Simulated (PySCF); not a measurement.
PySCF job for C5H5, SMILES C1C=C[CH]C=1, multiplicity 2, SMD-ωB97X/6-31G*. The structure is a stationary point at PBE0-D3(BJ)/def2-SVP. The isomer is the one that the SMILES or the coordinates give; other isomers of the formula were not compared.

```python
import numpy as np
from pyscf import gto, scf, dft
from pyscf.solvent import smd

mol = gto.M(
    atom='''
    C    -1.17915884   -0.12512271    0.00000000
    C    -0.24472161   -1.19840933   -0.00000000
    C     1.01348186   -0.63713871   -0.00000000
    C     0.87154478    0.83191270    0.00000000
    C    -0.46071401    1.12898480   -0.00000000
    H    -2.26625592   -0.22855162   -0.00000000
    H    -0.48784262   -2.25961824    0.00000000
    H     1.96434464   -1.17219808    0.00000000
    H     1.70102227    1.53970359    0.00000000
    H    -0.91386144    2.11930383   -0.00000000
    ''',
    basis='6-31G*',
    charge=0,
    spin=1,
    max_memory=1600,
    verbose=3,
)
mf = dft.UKS(mol, xc='wb97x').density_fit(auxbasis='def2-universal-jkfit')
mf.grids.level = 3
mf.conv_tol = 1e-9
mf.max_cycle = 100
mf.kernel()
fine, coarse = mf.grids, dft.Grids(mol).set(level=1).build(with_non0tab=True)
for _ in range(3):  # follow internal instabilities
    mf.grids = coarse
    mo, _, stable, _ = mf.stability(return_status=True, nroots=4)
    mf.grids = fine
    if stable:
        break
    mf.kernel(mf.make_rdm1(mo, mf.mo_occ))
res = {}
for name in ['water', 'N,N-dimethylformamide', 'methanol']:
    s = mf.SMD()
    s.with_solvent.solvent, s.with_solvent.sasa_ng = name, 302
    s.kernel(mf.make_rdm1())
    res[name] = (s.e_tot, s.with_solvent.get_cds(), s.dip_moment(), s.mo_energy, s.converged)
    print(f'SMD {name}: dG(solv) = {(s.e_tot - mf.e_tot) * 627.509474:.3f} kcal/mol, of which CDS {res[name][1] * 627.509474:.3f}')
```

Program output:

```

WARN: HOMO -0.205935076454475 >= LUMO -0.205935076454475

converged SCF energy = -193.403119499951  <S^2> = 0.77970119  2S+1 = 2.0294839
<class 'pyscf.df.df_jk.DFUKS'> wavefunction is stable in the internal stability analysis
converged SCF energy = -193.404661476037  <S^2> = 0.77839326  2S+1 = 2.0281945
Dipole moment(X, Y, Z, Debye): -0.05825, -0.01699,  0.00000
SMD water: dG(solv) = -0.968 kcal/mol, of which CDS 2.611
converged SCF energy = -193.409743152704  <S^2> = 0.77842765  2S+1 = 2.0282284
Dipole moment(X, Y, Z, Debye): -0.05789, -0.01702, -0.00000
SMD N,N-dimethylformamide: dG(solv) = -4.156 kcal/mol, of which CDS -0.670
converged SCF energy = -193.409291349104  <S^2> = 0.77843676  2S+1 = 2.0282374
Dipole moment(X, Y, Z, Debye): -0.05780, -0.01703,  0.00000
SMD methanol: dG(solv) = -3.873 kcal/mol, of which CDS -0.411
```

Self-consistency was reached.

Cost: about 80 core-seconds (a rough figure).
